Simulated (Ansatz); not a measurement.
Program: Ansatz. Geometries: PBE0-D4/def2-TZVP. ΔE: electronic, gas phase. CBS: MP2 limit from def2 TZ/QZ plus the TZ coupled-cluster correction, frozen cores. This one scheme is used for every species, atoms too. Functionals use def2-TZVPP. HSE06 is defined as in plane-wave codes. Open shells (•) are unrestricted, without spin–orbit coupling. Spin–orbit coupling would lower the free atoms: a little for F. One conformer a species, not always the lowest.

Consider the hydrogen abstraction from the N–H bond: `N[SiH](F)Cl` + F• → `[NH][SiH](F)Cl`• + H–F.

```csv
level,ΔE (kJ/mol)
PBE-D4,-99.3
r2SCAN-D4,-88.9
r2SCAN0-D4,-72.3
HSE06-D4,-77.9
B2PLYP,-80.0
r2SCAN0,-72.7
RPA@PBE/def2-TZVPP,-52.3
HF/def2-TZVPP,-23.6
```

What does CCSD(T)/CBS give? (Estimate.)

Ansatz gave: -83.6 kJ/mol. The listed levels differ from it by -15.7, -5.3, 11.3, 5.7, 3.6, 10.9, 31.3, 60.0 kJ/mol.

Largest T1 diagnostic among the species: 0.012.

From PBE to PBE0 (25 % exact exchange), in def2-TZVPP and without D4, ΔE moves by +22.1 kJ/mol. Leaving LDA and LC-ωPBE aside and taking each functional with its dispersion term where it has one, the values, not all of them listed here, spread over 40.3 kJ/mol, from BLYP-D4 to BHLYP-D4. LDA lies −17.2 kJ/mol from PBE without D4.

CCSD(T)/CBS has its own doubt, a few kJ/mol and more with outer-core shells, so smaller differences from it don't rank the levels.
